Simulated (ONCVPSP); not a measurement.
## Varying the ONCV potential for Si

Base potential:

```
Element                 : silicon
Generator               : ONCVPSP 4.0.1
Type                    : optimised norm-conserving Vanderbilt (ONCV)
Functional              : PBE
Relativity              : scalar-relativistic
Frozen core             : [Ne]
Valence charge          : 4
Reference configuration : 3s1.75 3p2.25
Partial waves           : 3s: rc 1.75 bohr, ncon 5, nbas 8, qcut 4.3 1/bohr, 1 projector; 3p: rc 2.25 bohr, ncon 4, nbas 9, qcut 2.9 1/bohr, 1 projector; d scattering state at 0.45 Ha: rc 1.75 bohr, ncon 4, nbas 9, qcut 6.5 1/bohr, 2 projectors, debl 1.8 Ha
Local potential         : polynomial inside 1.10 bohr (lpopt 5, dvloc0 6 Ha)
Core correction         : Teter function, fcfact 3, rcfact 1.65
```

All-electron outer shells of the reference configuration (PBE, scalar-relativistic, ld1.x):

```tsv
shell	level (eV)	outermost node (bohr)	outermost maximum (bohr)
2s	-139.93	0.15	0.45
2p	-95.98	–	0.39
3s	-11.01	0.72	1.77
3p	-4.23	0.72	2.14
```

Cutoffs, loose and tight: the cutoffs (Ha) at which the residual kinetic energy of the hardest occupied pseudo-wave falls to 1 and 0.1 mHa per electron. They do not see the model core or the augmentation charge, which bear on the density cutoff. Test errors are all-electron minus pseudo excitation energies from the reference, over the configurations 3s2 3p2; 3s2 3p1; 3s2 3p0; 3s1 3p2. A dash means not determined; rows that change the core or the reference have their own tests.

For the base: The cutoffs count occupied waves only; projector 2 of the d channel, the hardest unoccupied one, needs 20 Ha at the loose tolerance.

| change | outcome | cutoff, loose | cutoff, tight | bound ghosts | GHOST(+) flags above zero | largest test error (meV) |
| --- | --- | --- | --- | --- | --- | --- |
| base | generated | 7.8 Ha | 12 Ha | none | none | -11 |
| core correction Teter function, fcfact 3, rcfact 1 | generated | 7.8 Ha | 12 Ha | none | none | +6.9 |
| core correction Teter function, fcfact 3, rcfact 1.18 | generated | 7.8 Ha | 12 Ha | none | none | +6.2 |
| core correction Teter function, fcfact 3, rcfact 1.3 | generated | 7.8 Ha | 12 Ha | none | none | +5.3 |
| core correction Teter function, fcfact 3, rcfact 1.46 | generated | 7.8 Ha | 12 Ha | none | none | +6.1 |
| core correction Teter function, fcfact 3, rcfact 1.86 | generated | 7.8 Ha | 12 Ha | none | none | -72 |

Problem. What comes out with this change to the base: core correction Teter function, fcfact 3, rcfact 2.02?

Solution. outcome: generated; cutoff, loose: 7.8 Ha; cutoff, tight: 12 Ha; bound ghosts: none; GHOST(+) flags above zero: none; largest test error (meV): -150.

Problem. What comes out with this change to the base: core correction Teter function, fcfact 3, rcfact 1.62?

Solution. outcome: generated; cutoff, loose: 7.8 Ha; cutoff, tight: 12 Ha; bound ghosts: none; GHOST(+) flags above zero: none; largest test error (meV): -6.0.

Reading the sweep of the rcfact (base included, trends over the rows without a ghost): The loose cutoff stays near 7.8 Ha. The median size of the test errors (rows with all tests solved) is not monotonic: lowest 1.0 meV at 1.65, highest 19.4 meV at 2.02.
